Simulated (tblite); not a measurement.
C₄H₃F₄O (doublet state).
Numbering: `[F:1][C:2]1[C@@H:3]([F:4])[CH2:5][O:6][C:7]1([F:8])[F:9]` (hydrogens: H10 on C3; H11, H12 on C5)

Structure used (GFN2-xTB), in Å, numbered top down from 1:
```
atom  x, y, z in Å
F1     1.0866   -2.0094    0.7035
C2     0.5301   -0.8341    0.4478
C3    -0.9040   -0.6541    0.1236
F4    -1.7302   -0.7968    1.2195
C5    -0.9184    0.7982   -0.3796
O6     0.4303    1.1497   -0.6837
C7     1.3142    0.3395   -0.0447
F8     2.3178   -0.0028   -0.8887
F9     1.9498    1.0061    0.9653
H10   -1.2727   -1.3894   -0.6096
H11   -1.3036    1.4513    0.4118
H12   -1.4987    0.9411   -1.2912
```

Computed values, GFN2-xTB/tblite, gas phase, harmonic and unscaled. Against measured fundamentals such values can be off by several per cent, at times by over 20. One conformer, not necessarily the lowest. Open shells enter through the occupations alone, without spin polarisation, and single modes of such species can be off by tens of per cent.

Harmonic wavenumbers (cm⁻¹): 49.5, 76.9, 100.4, 247.2, 274.2, 359.5, 381.5, 446.4, 500.3, 547.2, 591.2, 635.6, 739.6, 906.6, 943.7, 1013.7, 1033.1, 1041.7, 1055.8, 1121.2, 1155.4, 1178.5, 1221.2, 1239.6, 1295.5, 1376.6, 1450.3, 2846.5, 2936.8, 3000.4.

A = 2402, B = 1448, C = 1130 MHz; mass 143.012 u (most abundant isotopes); point group C1, symmetry number 1; spin multiplicity 2.

Problem. What is the zero-point energy?

Solution. ½Σν̃ = 14883 cm⁻¹ = 178.04 kJ/mol.

Problem. What is S at 400 K and 1 bar for an ideal gas of classical rigid rotors and harmonic oscillators?

Solution. Translation 176.86, rotation 124.14, vibration 123.03, spin (R ln 2) 5.76: S = 429.8 J/(mol K).

Problem. And Cp and H(400 K) − H(0)?

Solution. Cp = 157.41 J/(mol K), of which vibrations give 124.15 (their classical limit is 30 R = 249.4); H(400 K) − H(0) = 38.69 kJ/mol without the zero-point energy, 25.39 from vibrations.

Problem. What must be added to the electronic energy to get the Gibbs energy at 400 K and 1 bar?

Solution. ZPE + [H(400 K) − H(0)] − T·S = 178.04 + 38.69 − 171.92 = 44.81 kJ/mol.

Problem. How do the functions run with temperature in this model?

Solution. 
| T (K) | S (J/(mol K)) | Cp (J/(mol K)) | H − H(0) (kJ/mol) | G − H(0) (kJ/mol) | ln q(vib) |
| --- | --- | --- | --- | --- | --- |
| 100 | 288.4 | 65.2 | 4.93 | -23.91 | 1.41 |
| 200 | 343.3 | 97.0 | 13.03 | -55.63 | 3.33 |
| 300 | 388.7 | 128.8 | 24.34 | -92.27 | 5.25 |
| 500 | 467.5 | 180.3 | 55.63 | -178.12 | 9.06 |
| 800 | 562.6 | 222.3 | 116.81 | -333.25 | 14.43 |
| 1000 | 614.0 | 237.8 | 162.92 | -451.03 | 17.69 |

q(vib) and H(0) count from the zero-point level.

Problem. Blend soft modes into free rotors: weight 1/[1 + (100 cm⁻¹/ν̃)⁴] for the oscillator and the rest for a rotor with moment μB/(μ + B), μ = h/(8π²ν), B = 10⁻⁴⁴ kg m². What vibrational entropy results?

Solution. 111.49 J/(mol K) in place of 123.03, which changes −T·S at 400 K by +4.62 kJ/mol.

Hindered rotation and anharmonicity are outside this model. Other conformers, if any are populated, would add a mixing term that is left out. The structure is chiral; the term R ln 2 for an equal mix with its mirror image is left out.

The run took 0.33 s wall on an Intel Xeon Platinum 8488C with one thread, on a shared host. The figure is for the frequency step alone.
